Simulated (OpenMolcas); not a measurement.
**Ar2+: effect of the IPEA shift**

```
Program             : OpenMolcas
Basis               : ANO-RCC-VQZP [6s5p3d2f1g]
Scalar Hamiltonian  : DKH2, point nucleus
Active space        : 4 electrons in 3 orbitals (3p)
State averaging     : 2S+1 = 3 even, 3 roots; 2S+1 = 1 even, 6 roots
Spin-orbit coupling : state interaction with AMFI integrals over the reference wave functions, term energies averaged over their components
```

Methods on the same reference wave functions:
A. CASSCF
B. SS-CASPT2, IPEA 0 Eh, imaginary shift 0.1 Eh (closed shells correlated: 2s 2p 3s)
C. SS-CASPT2, IPEA 0.25 Eh, imaginary shift 0.1 Eh (closed shells correlated: 2s 2p 3s)

Energies in cm-1 above 3s2 3p4 3P2, the measured ground level; measured values from Saloman, J. Phys. Chem. Ref. Data 39, 033101 (2010).

```
      Level      A      B      C  Measured
3s2 3p4 3P2    0.0    0.0    0.0       0.0
3s2 3p4 3P1   1039   1044   1045      1112
3s2 3p4 3P0   1492   1487   1488      1570
3s2 3p4 1D2  16986  14580  14160     14010
3s2 3p4 1S0  41522  34740  34570     33266
```

Deviations, from unrounded energies. A percentage is the sum of absolute deviations over the sum of measured energies, with the sign that they share, or ± where signs differ.

```csv
Against measurement,Levels,A,B,C
mean absolute deviation (cm-1),4,2800,550,400
fine structure of the ground term (%),2,-5.6,-5.7,-5.6
other terms of the ground configuration (%),2,+23.8,+4.3,+3.1
```

C lies closest to measurement on these levels and A furthest from it. The largest miss of C in the table is 3s2 3p4 1S0, by +1300 cm-1. The ranking rests on the paired levels alone, and a cruder setting can come out closer through cancelling errors.

Between B and C the level of the table that moves most is 3s2 3p4 1D2, by 420 cm-1 (lowest in C, highest in B). Moves below CASPT2's spread within the term are not significant.

The mean deviations of B to C differ by less than CASPT2's widest spread within a term (180 cm-1), so their order carries little weight.

From A to B the spin-free energies of the other terms of 3s2 3p4 shown, above 3P, scale by factors of 0.83 to 0.85.

The lowest spin-free term lies below A's lowest term by 0.235 hartree in B, 0.227 hartree in C.

CASPT2 breaks the degeneracy within a term, and the mean is taken; among the terms shown or strongly mixed into the levels shown the widest spread is 180 cm-1 (3s2 3p4 1D, C). With the s shell closed, the reference lacks s² → p² mixing. Computed and measured levels are paired by configuration, term and J; levels that our copy of the source lacks, or whose pairing is in doubt (as where it misses far off the trend of its configuration), stay unpaired and out of the deviations. Only configurations of the active space appear.
